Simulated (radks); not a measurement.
Problem. Successive ionisation energies (eV) of one element, from differences of total energies of ions in their ground configurations, starting at charge 44: 2239.0, 2302.8, 2366.9, 2689.2, 2752.4, 2814.8, 2895.0, 2959.7, 3023.5, 3343.2, 3416.3, 5643.4, 5791.1, 5939.8, 6089.3, 6239.4, 6433.1, 6589.0, 6745.7, 6903.3, 7061.3, 7754.2. All-electron calculation, scalar-relativistic Kohn-Sham, exchange-only LDA, spin-polarised, spherical densities, point nucleus; open shells are filled with parallel spins first (spin-orbit coupling, left out, can overturn this in heavy ions). Program: a radial shooting solver on a logarithmic mesh with Libxc functionals. Which element is it?

Solution. Bismuth (Z = 83). The first species listed is Bi44+ in [Kr] 4d3, the last Bi65+ in [Ar].
